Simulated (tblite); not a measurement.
Computed with GFN2-xTB (tblite): harmonic, unscaled wavenumbers at the GFN2-xTB geometry, gas phase. This tight-binding method is rough: wavenumbers can miss measured ones by several per cent, in bad cases by 10 to 20. Modes of hydrogen on phosphorus and silicon can be 10 to 20 % off. One conformer each. Open shells enter through the occupations alone, without spin polarisation, and single modes of such species can be off by tens of per cent. Thermal functions are those of the rigid rotor and harmonic oscillator, without mixing of conformers.

**Question.** Order these by their heat capacity Cp at 298.15 K, highest first (J/(mol K)).
A. `CC(C)P([PH3+])C(C)C`
B. `C(CC)C[PH2+]CCP`
C. `C1=CC=C2CCO[C]2C1` [radical]
D. `[CH2-][CH]c1cccn1[SiH2]F` [radical]
E. `C#CCP1CC(C)=C(F)C1`

**Answer.** A (207.3), B (193.7), E (184.1), D (168.0), C (131.9).

```
                  SMILES  atoms  mass (u)  symmetry number  modes under 300 cm⁻¹  ZPE (kJ/mol)  S translation (J/(mol K))  S rotation  S vibration  S spin      S     Cp
     CC(C)P([PH3+])C(C)C     25    151.08                1                    12         558.2                      171.4       124.6        171.8     0.0  467.8  207.3
           CCCC[PH2+]CCP     25    151.08                1                    11         555.7                      171.4       127.1        168.2     0.0  466.7  193.7
      C#CCP1CC(C)=C(F)C1     20    156.05                1                     8         399.5                      171.8       126.4        140.8     0.0  439.0  184.1
[CH2-][CH]c1cccn1[SiH2]F     17    141.04                1                     7         306.8                      170.6       124.0        116.3     5.8  416.7  168.0
       C1=CC[C]2OCCC2=C1     18    121.07                1                     4         382.0                      168.7       118.9         70.0     5.8  363.3  131.9
```

Entropies and Cp are for 298.15 K and 1 bar.
